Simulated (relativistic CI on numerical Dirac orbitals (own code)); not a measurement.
**Hf³⁺: L2,3 absorption edge**

Computed with this model: Dirac-Coulomb-Breit CI, separate exchange-only KLI orbitals for each configuration, QED by a radiative potential, valence Slater integrals scaled by 0.7, multiplet model of core-to-valence dipole absorption; configurations [Xe] 4f14 5d → [He] 2s2 2p5 3s2 3p6 3d10 4s2 4p6 4d10 4f14 5s2 5p6 5d2; 80 K; Lorentzian 5 eV and Gaussian 1 eV FWHM. Energies are those of the free ion, without screening or charge transfer. The branching ratio is the share of the lower-energy edge in the whole absorption, uncertain by about 0.02 where the edges overlap. S is read from ⟨S²⟩ = S(S + 1).

Field parameters in Wybourne normalisation: D3d B²₀ = −7Dσ, B⁴₀ = −14Dq − 21Dτ, B⁴₃ = −14√(10/7) Dq. The field is a parameter set, without covalency.

Computed curve for D3d, 10Dq = 31550, Dσ = -1200, Dτ = 210 cm⁻¹, scaled to 100 at the maximum (points under 2 are left out and the grid is thinned):

Energy (eV), Intensity and a bar:
```
   9539.0        2.1 
   9541.0        2.6 
   9542.5        3.0 
   9544.5        3.8 #
   9546.5        5.0 #
   9548.0        6.3 #
   9550.0        9.0 ##
   9551.5       12.4 ###
   9553.5       20.7 ######
   9555.5       39.6 ############
   9557.0       67.3 ####################
   9559.0       98.7 ##############################
   9561.0       98.5 ##############################
   9562.5       98.0 ##############################
   9564.5       62.7 ###################
   9566.5       30.9 #########
   9568.0       19.5 #####
   9570.0       11.8 ###
   9572.0        7.9 ##
   9573.5        6.1 #
   9575.5        4.5 #
   9577.0        3.7 #
   9579.0        3.0 
   9581.0        2.4 
   9582.5        2.1 
  10727.5        2.6 
  10729.5        3.8 #
  10731.0        5.2 #
  10733.0        9.0 ##
  10735.0       17.9 #####
  10736.5       30.2 #########
  10738.5       38.7 ###########
  10740.5       34.6 ##########
  10742.0       32.1 #########
  10744.0       19.8 #####
  10745.5       11.7 ###
  10747.5        6.4 #
  10749.5        4.0 #
  10751.0        3.0 
  10753.0        2.1
```

The ground state has S = 0.50, and the centroid lies at 9880.10 eV.
